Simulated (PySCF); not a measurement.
Computed shifts of a molecule C₂H₉FSi₂, PySCF with HF/pcSseg-1, GIAO, gas phase, equivalent atoms averaged, in ppm (number of nuclei): ¹³C: 0.9 (1), -8.6 (1). ²⁹Si: 18.8 (1), -64.5 (1). ¹⁹F: -182.3 (1). ¹H: 5.17 (1), 3.89 (2), 0.76 (3), 0.41 (3). References: ¹³C against TMS (σ = 192.6 ppm); ²⁹Si against TMS (σ = 393.8 ppm); ¹⁹F against CFCl3 (σ = 238.5 ppm); ¹H against TMS (σ = 31.99 ppm), references at their B3LYP-D3(BJ)/def2-TZVP geometries, non-relativistic. The structure is a stationary point at PBE0-D3(BJ)/def2-SVP. Other conformers were not sampled.

Q: Identify the compound among the candidates.
A) C[SiH2]C[SiH2]F
B) C[C@@H](F)[SiH2][SiH3]
C) C[SiH2][Si@H](C)F
D) C[SiH](C)[SiH2]F

A: C, C[SiH2][Si@H](C)F
